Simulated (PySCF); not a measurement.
TMS, C4H12Si.
Z-matrix (Å and degrees, GFN2-xTB geometry), rows numbered from 1:
```
C 
Si  1  1.9091
C   2  1.9090  1  109.48
C   2  1.9092  1  109.61  3   120.03
C   2  1.9090  1  109.53  3  -119.99
H   1  1.0859  2  111.36  3   -60.01
H   1  1.0859  2  111.41  3   179.92
H   1  1.0859  2  111.34  3    59.91
H   3  1.0859  2  111.36  1  -179.63
H   3  1.0859  2  111.40  1    60.35
H   3  1.0858  2  111.36  1   -59.65
H   4  1.0858  2  111.41  1   -59.95
H   4  1.0859  2  111.42  1    60.09
H   4  1.0860  2  111.34  1  -179.88
H   5  1.0859  2  111.43  1   -60.12
H   5  1.0858  2  111.39  1    59.92
H   5  1.0859  2  111.35  1   179.91
```

The geometry is computed with GFN2-xTB (gas phase).

Take the most abundant isotopes and a rigid rotor. 

What are A, B and C (MHz)?

Ia = 167.53, Ib = 167.76, Ic = 167.83 u·Å²; 505379 MHz·u·Å²/I gives A = 3017, B = 3012, C = 3011 MHz.

What kind of rotor is it?

A spherical top, as the point group Td requires three equal moments; the computed ones differ by 0.18 % because the geometry is symmetric only within the optimiser's tolerance.

Estimate the classical rotational partition function at 100 K, 200 K and 500 K.

Point group Td, symmetry number σ = 12; q = (√π/σ)·√((kT/h)³/(ABC)), k/h = 20836.6 MHz/K: 2690 at 100 K, 7600 at 200 K, 30000 at 500 K.

No GFN2-xTB frequencies stand behind this structure, so it isn't proved a minimum. Constants of a rigid frame at the computed geometry: no zero-point averaging, no centrifugal distortion.
